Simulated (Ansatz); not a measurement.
Geometry optimisation, DFT LDA, scalar-relativistic, plane waves, PAW (Ansatz 0.2.0).

Input file:

```yaml
crystal:
  lattice:
    - [6.42, 0.0, 0.0]
    - [3.21, 5.559883, 0.0]
    - [0.0, 0.0, 18.21304]
  atoms:
    - { symbol: Mg, position: [0.0, 0.0, 0.0549057] }
    - { symbol: Mg, position: [0.5, 0.0, 0.0549057] }
    - { symbol: Mg, position: [0.0, 0.5, 0.0549057] }
    - { symbol: Mg, position: [0.5, 0.5, 0.0549057] }
    - { symbol: Mg, position: [-0.1666667, 0.3333333, 0.1980186] }
    - { symbol: Mg, position: [0.3333333, 0.3333333, 0.1980186] }
    - { symbol: Mg, position: [-0.1666667, 0.8333333, 0.1980186] }
    - { symbol: Mg, position: [0.3333333, 0.8333333, 0.1980186] }
    - { symbol: Mg, position: [0.0, 0.0, 0.3411314] }
    - { symbol: Mg, position: [0.5, 0.0, 0.3411314] }
    - { symbol: Mg, position: [0.0, 0.5, 0.3411314] }
    - { symbol: Mg, position: [0.5, 0.5, 0.3411314] }
    - { symbol: Cl, position: [0.7484896, 0.2461973, 0.5135354] }
    - { symbol: H, position: [0.9107, 0.0417901, 0.5382429] }
basis:
  ecutwfc: 420.0
kpoints:
  mp_grid: { grid: [4, 4, 1] }
hamiltonian:
  xc: lda
scf:
  occupations: { method: gaussian, width: 0.1 }
  lower_state_search: "off"
relax:
  f_tol: 0.03
  max_steps: 60
  adjacent_minimum: "off"
  constraints: [{ sites: [0, 1, 2, 3] }]
output:
  write_density: true
  write_potential: true
  elf: true
  volumetric_format: npy
```

Command:

```bash
$ ansatz run input.yaml --threads 4 --pin off --max-ram 10240MiB --backend cpu --events-out ev --progress --plain --runs-dir out
```

**Question.** Where does it end, and by what steps?

**Answer.** The forces met the threshold. The force dipped under the threshold on the way, but the program's further checks kept it going. Limits of this set-up: coarse k mesh, thin slab, slab without dipole correction, no dispersion correction for a molecule that may bind weakly, a typed lattice constant that wasn't relaxed here. After 26 steps the energy has fallen by 0.285 eV; H14 moved furthest, 2.79 Å. Joined: Mg9–Cl13 (3.52 → 2.78 Å).

```tsv
step	energy less start (eV)	largest force component (eV/Å)	accepted
0	0.0000	0.471	yes
1	-0.1102	0.067	yes
2	-0.0966	1.096	no
3	-0.1202	0.136	yes
4	-0.1256	0.106	yes
5	-0.1329	0.344	yes
6	-0.1374	0.584	yes
7	-0.1531	0.030	yes
8	-0.1531	0.030	yes
9	-0.1556	0.027	yes
10	-0.1583	0.178	yes
11	-0.1609	0.145	yes
12	-0.1646	0.140	yes
13	-0.1682	0.169	yes
14	-0.1714	0.293	yes
15	-0.1759	0.379	yes
16	-0.1856	0.231	yes
17	-0.1956	0.243	yes
18	-0.2068	0.445	yes
19	-0.2246	0.366	yes
20	-0.2445	0.162	yes
21	-0.2606	0.114	yes
22	-0.2731	0.031	yes
23	-0.2803	0.064	yes
24	-0.2775	0.331	no
25	-0.2833	0.020	yes
26	-0.2848	0.009	yes
```

```xyz
14
Lattice="6.4200 0.0000 0.0000 3.2100 5.5599 0.0000 0.0000 0.0000 18.2130" Properties=species:S:1:pos:R:3
Mg 0.000 0.000 1.000
Mg 3.210 0.000 1.000
Mg 1.605 2.780 1.000
Mg 4.815 2.780 1.000
Mg -0.005 1.858 3.490
Mg 3.205 1.852 3.458
Mg 1.612 4.645 3.497
Mg 4.798 4.645 3.499
Mg -0.009 0.042 6.038
Mg 3.201 0.001 5.944
Mg 1.609 2.782 5.946
Mg 4.787 2.783 5.950
Cl 6.404 -0.653 8.731
H 6.360 -1.694 7.823
```

Whether the end is a true minimum wasn't checked by a vibrational analysis.

Time of the run: 2 min on 4 threads of Intel(R) Xeon(R) Platinum 8488C (Sapphire Rapids) (shared host), peak memory 1.5 GiB.
